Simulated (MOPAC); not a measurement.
Input for MOPAC: PM7 on CdFHSe (SMILES [F][Cd][SeH]), a point of a bond scan (R = 3.978 Å).

```
PM7 1SCF PRECISE CHARGE=0 THREADS=1
CdFHSe

Cd     0.41821029 1    -0.53976024 1     0.29032552 1
F      1.52317107 1    -1.95748803 1     1.06506280 1
Se    -0.97100683 1     1.21879749 1    -0.70555416 1
H     -0.42397128 1     3.56232116 1     2.46209972 1
```

The log:

```
*******************************************************************************
 **                                                                           **
 **                              MOPAC v23.2.5                                **
 **                                                                           **
 *******************************************************************************
 ** MOPAC's Digital Object Identifier: https://doi.org/10.5281/zenodo.6511958 **
 **                                                                           **
 ** Please cite the open-source release paper for use of this MOPAC version:  **
 ** J. E. Moussa and J. J. P. Stewart (2026)                                  **
 ** MOPAC: An open-source semiempirical molecular orbital program             **
 ** J. Open Source Softw., 11(119), 8025, https://doi.org/10.21105/joss.08025 **
 *******************************************************************************

                              PM7 CALCULATION RESULTS

 *******************************************************************************
 *  PM7        - The PM7 Hamiltonian to be used
 *
 *
 *
 *                 CHARGE ON SYSTEM = 0
 *
 *
 *
 *  PRECISE    - TIGHTER CRITERIA TO BE USED
 *  1SCF       - DO 1 SCF AND THEN STOP
 *  THREADS=1  - MULTI-THREADING NOT USED
 *  T=         - A TIME OF 172800.0 SECONDS REQUESTED
 *  DUMP=N     - RESTART FILE WRITTEN EVERY 7200.0 SECONDS REQUESTED
 *******************************************************************************
PM7 1SCF PRECISE CHARGE=0 THREADS=1
 CdFHSe

   ATOM   CHEMICAL          X               Y               Z
  NUMBER   SYMBOL      (ANGSTROMS)     (ANGSTROMS)     (ANGSTROMS)

     1      Cd          0.41821029  *  -0.53976024  *   0.29032552  *
     2       F          1.52317107  *  -1.95748803  *   1.06506280  *
     3      Se         -0.97100683  *   1.21879749  *  -0.70555416  *
     4       H         -0.42397128  *   3.56232116  *   2.46209972  *



          CARTESIAN COORDINATES

    NO.       ATOM           X           Y           Z

     1        Cd          0.4182     -0.5398      0.2903
     2         F          1.5232     -1.9575      1.0651
     3        Se         -0.9710      1.2188     -0.7056
     4         H         -0.4240      3.5623      2.4621

 General Reference for PM7:
 "Optimization of Parameters for Semiempirical Methods VI: More Modifications to the
 NDDO Approximations and Re-optimization of Parameters", J. J. P. Stewart, J. Mol. Mod., 1:32, 19 (2013)
 https://link.springer.com/article/10.1007/s00894-012-1667-x

           Empirical Formula: H Cd F Se  =     4 atoms



      MOLECULAR POINT GROUP   :   Cs


      RHF CALCULATION, NO. OF DOUBLY OCCUPIED LEVELS = 8


 -------------------------------------------------------------------------------
 PM7 1SCF PRECISE CHARGE=0 THREADS=1
 CdFHSe



     1SCF WAS SPECIFIED, SO BFGS WAS NOT USED
     SCF FIELD WAS ACHIEVED


                              PM7 CALCULATION
                                                       MOPAC v23.2.5 Linux




          FINAL HEAT OF FORMATION =        101.34070 KCAL/MOL =     424.00949 KJ/MOL


          COSMO AREA              =        121.48 SQUARE ANGSTROMS
          COSMO VOLUME            =         94.33 CUBIC ANGSTROMS

          IONIZATION POTENTIAL    =          7.983409 EV
          HOMO LUMO ENERGIES (EV) =         -7.983 -4.393
          NO. OF FILLED LEVELS    =          8
          MOLECULAR WEIGHT        =        211.3763         POINT GROUP:  Cs

          MOLECULAR DIMENSIONS (Angstroms)

            Atom       Atom       Distance
            H     4    F     2     6.01759
           Se     3    F     2     2.91407
           Cd     1    H     4     0.00000


          SCF CALCULATIONS        =          1





   ATOM   CHEMICAL          X               Y               Z
  NUMBER   SYMBOL      (ANGSTROMS)     (ANGSTROMS)     (ANGSTROMS)

     1      Cd          0.41821029  *  -0.53976024  *   0.29032552  *
     2       F          1.52317107  *  -1.95748803  *   1.06506280  *
     3      Se         -0.97100683  *   1.21879749  *  -0.70555416  *
     4       H         -0.42397128  *   3.56232116  *   2.46209972  *

                             CARTESIAN COORDINATES

   1   Cd        0.418210290    -0.539760240     0.290325520
   2    F        1.523171070    -1.957488030     1.065062800
   3   Se       -0.971006830     1.218797490    -0.705554160
   4    H       -0.423971280     3.562321160     2.462099720


           Empirical Formula: H Cd F Se  =     4 atoms



      MOLECULAR POINT GROUP   :   Cs


                  EIGENVALUES
 -35.81558 -22.34057 -12.73477 -12.71664 -12.31596 -11.33416  -8.46840  -7.98341
  -4.39322  -0.83507   3.74941   3.79596   6.03980


              NET ATOMIC CHARGES AND DIPOLE CONTRIBUTIONS

  ATOM NO.   TYPE          CHARGE      No. of ELECS.   s-Pop       p-Pop
    1         Cd           0.471803        1.5282     0.89149     0.63671
    2          F          -0.538139        7.5381     1.97201     5.56613
    3         Se          -0.263336        6.2633     1.96695     4.29638
    4          H           0.329673        0.6703     0.67033
 DIPOLE           X         Y         Z       TOTAL
 POINT-CHG.    -2.433     7.936     2.696     8.727
 HYBRID         0.539    -0.669     0.399     0.947
 SUM           -1.893     7.267     3.095     8.122


          ATOMIC ORBITAL ELECTRON POPULATIONS

     Atom    s        px        py        pz
    1 Cd   0.89149   0.21450   0.27244   0.14977
    2  F   1.97201   1.86144   1.78866   1.91603
    3 Se   1.96695   1.64199   1.29226   1.36213
    4  H   0.67033

 **********************
 *                    *
 * JOB ENDED NORMALLY *
 *                    *
 **********************




 == MOPAC DONE ==
```

The run finished.

Cost: very roughly 0.020 core-seconds.
